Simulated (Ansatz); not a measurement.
System: C₂H₉Si₂, net charge 0, doublet state. It need not be the lowest isomer of its formula. 
Geometry from a B3LYP-D3(BJ)/def2-TZVP (Ansatz, a program for electronic structure) optimisation:
SMILES: [CH2][SiH](C)[SiH3]
```xyz
13

C     -0.4647     1.9820     0.1759
Si    -0.2465     0.3108    -0.5561
C     -1.8534    -0.6670    -0.5442
Si     1.3865    -0.8416     0.6950
H      0.1755     2.8205    -0.0740
H     -1.1824     2.1828     0.9642
H      0.2691     0.4416    -1.9454
H     -2.6160    -0.1684    -1.1453
H     -1.7028    -1.6698    -0.9477
H     -2.2353    -0.7679     0.4737
H      0.9306    -1.0059     2.0993
H      1.6387    -2.1947     0.1328
H      2.6701    -0.0966     0.7078
```
Charge 0, spin multiplicity 2.

Basis-set convergence of Hartree-Fock and CCSD correlation energies (hartree) with Ansatz. Cores are frozen in the correlated levels unless marked. Open shells are spin-unrestricted. Spin-orbit coupling is left out. No relativistic terms.

```csv
basis,functions,E(HF),"E(corr, CCSD)"
aug-cc-pV(D+d)Z,191,-658.82494,-0.56496
aug-cc-pV(T+d)Z,409,___,___
```

Question: Fill in the missing entries.

Answer: 
- aug-cc-pV(T+d)Z, E(HF): -658.86998
- aug-cc-pV(T+d)Z, E(corr, CCSD): -0.65580
